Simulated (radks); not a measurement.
Problem. The mean radii <r> (bohr) of the occupied orbitals of an atom or ion are listed with their occupations. Method: Dirac Kohn-Sham, LDA (Slater exchange, Perdew-Wang correlation), spin-unpolarised, spherical densities, point nucleus; computed with a radial shooting solver on a logarithmic mesh with Libxc functionals.

orbital  occ.      <r>
1s1/2       2  0.02560
2s1/2       2   0.1094
2p1/2       2  0.09197
2p3/2       4  0.09796
3s1/2       2   0.2920
3p1/2       2   0.2818
3p3/2       4   0.2938
3d3/2       4   0.2645
3d5/2       6   0.2683
4s1/2       2   0.6742
4p1/2       2   0.6971
4p3/2       4   0.7247
4d3/2       4   0.7952
4d5/2       6   0.8053
5s1/2       2    1.634
5p1/2       2    1.854
5p3/2       4    1.939
6s1/2       1    4.273

Name the element and its charge. Open shells, if any, fill j = l - 1/2 first.

Solution. Z = 56, barium, charge +1: Ba+ in [Xe] 6s1. The 1s radius gives Z: for a bare nucleus <r> = (2 gamma + 1)/(2Z) with gamma = sqrt(1 - (Z/c)^2), 0.02523 bohr for Z = 56, and screening makes it slightly larger (0.02560 here). The occupations add up to 55, and the charge is Z minus that.
